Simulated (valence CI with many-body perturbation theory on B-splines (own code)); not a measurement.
## E1 line list for Ge²⁵⁺

Method: valence CI with perturbative core correlation (CI+MBPT): five valence electrons over a frozen Dirac-Fock core [He], a basis of 9 s, 9 p, 8 d, 6 f, 3 g, 1 h functions for each j, with the one-electron correlation potential Σ1 (screened to all orders), the two-electron term Σ2, the three-electron term Σ3, Breit, model QED; selected single and double excitations, second order for the rest (own B-spline code, finite nucleus).

No measured levels were compared; by estimate levels of excited configurations hold to 0.05 to 0.15 % of their energy, terms of the ground configuration to about 0.5 %. Among the levels kept, up to 1700 cm⁻¹ of a level comes from second order outside the variational space, and about a tenth of that is noise between levels of different J, which matters for small intervals.

Lines 151 to 200 of 265 in falling wavelength, among levels below 13013 × 10³ cm⁻¹, chosen from the strongest by gf and those to the six lowest levels. Wavelengths and rates use the calculated energies, so an error of 1000 cm⁻¹ moves a line at 0.8557 nm by 0.0086 % and its rate by three times that or more. Electric multipoles are in the length gauge, E1 and E2 with the static RPA response of the core. Weak lines are less certain than strong ones. Lines between different terms over intervals too small for the method are left out, as are lines whose strength nearly cancels. Where a level lies close to another of its J and parity, the split of strength between their lines is uncertain. The highest levels of a list are the least certain.

Levels are named by their leading jj configuration (3d3/2^4 stands for four electrons in 3d with j = 3/2), which in mixed levels can hold well under half, so a name can repeat and another be missing. Letters in brackets count levels of one name in rising energy.

```csv
λ vac (nm),Upper,Lower,A (s⁻¹),S (a.u.) with core polarisation,S without
0.8557,(2s^2 2p1/2 2p3/2 3s) J=3/2 [b],(2s^2 2p1/2 2p3/2^2) J=3/2,1.07e+12,1.33e-03,1.32e-03
0.8538,(2s^2 2p3/2^2 3s) J=1/2,(2s^2 2p3/2^3) J=3/2,2.57e+12,1.58e-03,1.57e-03
0.8520,(2s 2p1/2^2 2p3/2 3s) J=3/2 [b],(2s 2p1/2^2 2p3/2^2) J=5/2,4.78e+11,5.84e-04,5.83e-04
0.8504,(2s 2p1/2 2p3/2^2 3s) J=5/2 [a],(2s 2p1/2^2 2p3/2^2) J=5/2,3.06e+12,5.57e-03,5.56e-03
0.8502,(2s^2 2p3/2^2 3s) J=3/2,(2s^2 2p1/2 2p3/2^2) J=1/2,7.06e+10,8.57e-05,8.55e-05
0.8460,(2s^2 2p1/2 2p3/2 3s) J=3/2 [a],(2s^2 2p1/2^2 2p3/2) J=3/2,2.11e+12,2.53e-03,2.52e-03
0.8450,(2s 2p1/2 2p3/2^2 3s) J=3/2,(2s 2p1/2^2 2p3/2^2) J=5/2,3.65e+11,4.35e-04,4.33e-04
0.8450,(2s 2p1/2 2p3/2^2 3s) J=7/2,(2s 2p1/2^2 2p3/2^2) J=5/2,4.27e+12,1.02e-02,1.02e-02
0.8437,(2s^2 2p1/2^2 3d3/2) J=3/2,(2s^2 2p1/2 2p3/2^2) J=1/2,8.03e+10,9.52e-05,9.53e-05
0.8437,(2s^2 2p3/2^2 3s) J=5/2,(2s^2 2p1/2 2p3/2^2) J=5/2,2.52e+12,4.48e-03,4.46e-03
0.8435,(2s^2 2p1/2 2p3/2 3s) J=1/2,(2s^2 2p1/2^2 2p3/2) J=3/2,3.42e+11,2.03e-04,2.02e-04
0.8430,(2s^2 2p1/2 2p3/2 3d3/2) J=3/2 [a],(2s^2 2p3/2^3) J=3/2,5.45e+11,6.45e-04,6.45e-04
0.8421,(2s^2 2p3/2^2 3s) J=3/2,(2s^2 2p1/2 2p3/2^2) J=5/2,1.03e+12,1.21e-03,1.20e-03
0.8421,(2s^2 2p1/2 2p3/2 3d3/2) J=1/2 [a],(2s^2 2p3/2^3) J=3/2,3.34e+11,1.97e-04,1.97e-04
0.8411,(2s^2 2p1/2 2p3/2 3s) J=5/2,(2s^2 2p1/2^2 2p3/2) J=3/2,2.66e+12,4.69e-03,4.67e-03
0.8397,(2s 2p1/2 2p3/2^2 3s) J=5/2 [b],(2s 2p1/2^2 2p3/2^2) J=5/2,3.05e+11,5.34e-04,5.32e-04
0.8393,(2s^2 2p3/2^2 3s) J=1/2,(2s^2 2p1/2 2p3/2^2) J=1/2,3.18e+12,1.85e-03,1.85e-03
0.8389,(2s^2 2p1/2 2p3/2 3s) J=3/2 [b],(2s^2 2p1/2^2 2p3/2) J=3/2,3.27e+11,3.81e-04,3.80e-04
0.8387,(2s^2 2p1/2 2p3/2 3d5/2) J=3/2 [a],(2s^2 2p3/2^3) J=3/2,1.89e+11,2.20e-04,2.20e-04
0.8387,(2s^2 2p1/2 2p3/2 3d5/2) J=5/2 [a],(2s^2 2p3/2^3) J=3/2,2.07e+11,3.62e-04,3.62e-04
0.8381,(2s^2 2p3/2^2 3s) J=5/2,(2s^2 2p1/2 2p3/2^2) J=3/2,1.79e+12,3.13e-03,3.12e-03
0.8365,(2s^2 2p3/2^2 3s) J=3/2,(2s^2 2p1/2 2p3/2^2) J=3/2,5.82e+11,6.72e-04,6.70e-04
0.8349,(2s^2 2p1/2 2p3/2 3d3/2) J=5/2 [b],(2s^2 2p3/2^3) J=3/2,9.27e+10,1.60e-04,1.60e-04
0.8330,(2s^2 2p1/2 2p3/2 3d3/2) J=1/2 [b],(2s^2 2p3/2^3) J=3/2,1.51e+11,8.61e-05,8.62e-05
0.8323,(2s^2 2p1/2^2 3d5/2) J=5/2,(2s^2 2p1/2 2p3/2^2) J=5/2,1.95e+11,3.33e-04,3.33e-04
0.8310,(2s^2 2p1/2 2p3/2 3d5/2) J=1/2,(2s^2 2p3/2^3) J=3/2,1.86e+12,1.05e-03,1.06e-03
0.8303,(2s^2 2p1/2 2p3/2 3d5/2) J=3/2 [b],(2s^2 2p3/2^3) J=3/2,8.41e+11,9.51e-04,9.52e-04
0.8302,(2s^2 2p1/2^2 3d3/2) J=3/2,(2s^2 2p1/2 2p3/2^2) J=3/2,1.04e+12,1.17e-03,1.17e-03
0.8288,(2s^2 2p1/2 2p3/2 3d3/2) J=3/2 [a],(2s^2 2p1/2 2p3/2^2) J=1/2,1.24e+12,1.39e-03,1.39e-03
0.8279,(2s^2 2p1/2 2p3/2 3d3/2) J=1/2 [a],(2s^2 2p1/2 2p3/2^2) J=1/2,1.37e+12,7.69e-04,7.70e-04
0.8268,(2s^2 2p1/2^2 3d5/2) J=5/2,(2s^2 2p1/2 2p3/2^2) J=3/2,8.80e+11,1.47e-03,1.47e-03
0.8246,(2s^2 2p1/2 2p3/2 3d5/2) J=3/2 [a],(2s^2 2p1/2 2p3/2^2) J=1/2,1.46e+12,1.61e-03,1.62e-03
0.8220,(2s^2 2p3/2^2 3s) J=5/2,(2s^2 2p1/2^2 2p3/2) J=3/2,7.30e+10,1.20e-04,1.20e-04
0.8211,(2s^2 2p1/2 2p3/2 3d3/2) J=3/2 [a],(2s^2 2p1/2 2p3/2^2) J=5/2,1.75e+12,1.92e-03,1.92e-03
0.8204,(2s^2 2p1/2 2p3/2 3d3/2) J=5/2 [a],(2s^2 2p1/2 2p3/2^2) J=5/2,3.20e+11,5.24e-04,5.25e-04
0.8202,(2s^2 2p1/2 2p3/2 3d5/2) J=7/2 [a],(2s^2 2p1/2 2p3/2^2) J=5/2,1.17e+12,2.54e-03,2.55e-03
0.8200,(2s^2 2p1/2 2p3/2 3d3/2) J=3/2 [b],(2s^2 2p1/2 2p3/2^2) J=1/2,3.55e+11,3.86e-04,3.87e-04
0.8192,(2s^2 2p1/2 2p3/2 3d3/2) J=1/2 [b],(2s^2 2p1/2 2p3/2^2) J=1/2,4.94e+11,2.68e-04,2.68e-04
0.8172,(2s^2 2p1/2 2p3/2 3d5/2) J=1/2,(2s^2 2p1/2 2p3/2^2) J=1/2,3.25e+13,1.75e-02,1.76e-02
0.8172,(2s^2 2p3/2^2 3d3/2) J=3/2,(2s^2 2p3/2^3) J=3/2,3.99e+11,4.30e-04,4.30e-04
0.8171,(2s^2 2p1/2 2p3/2 3d3/2) J=7/2,(2s^2 2p1/2 2p3/2^2) J=5/2,1.10e+11,2.38e-04,2.38e-04
0.8170,(2s^2 2p1/2 2p3/2 3d5/2) J=3/2 [a],(2s^2 2p1/2 2p3/2^2) J=5/2,1.48e+11,1.59e-04,1.59e-04
0.8170,(2s^2 2p1/2 2p3/2 3d5/2) J=5/2 [a],(2s^2 2p1/2 2p3/2^2) J=5/2,1.67e+12,2.70e-03,2.70e-03
0.8168,(2s^2 2p3/2^2 3d3/2) J=5/2,(2s^2 2p3/2^3) J=3/2,1.34e+12,2.16e-03,2.17e-03
0.8168,(2s 2p1/2^2 2p3/2 3p3/2) J=3/2,(2s^2 2p3/2^3) J=3/2,3.98e+11,4.28e-04,4.29e-04
0.8167,(2s^2 2p3/2^2 3d5/2) J=1/2,(2s^2 2p3/2^3) J=3/2,7.37e+11,3.96e-04,3.97e-04
0.8165,(2s^2 2p1/2 2p3/2 3d5/2) J=3/2 [b],(2s^2 2p1/2 2p3/2^2) J=1/2,3.03e+13,3.25e-02,3.26e-02
0.8159,(2s 2p1/2^2 2p3/2 3p3/2) J=5/2,(2s^2 2p3/2^3) J=3/2,5.94e+10,9.56e-05,9.59e-05
0.8149,(2s^2 2p1/2 2p3/2 3d3/2) J=1/2 [a],(2s^2 2p1/2 2p3/2^2) J=3/2,1.73e+12,9.22e-04,9.23e-04
0.8144,(2s^2 2p1/2^2 3d3/2) J=3/2,(2s^2 2p1/2^2 2p3/2) J=3/2,4.66e+12,4.96e-03,4.97e-03
```
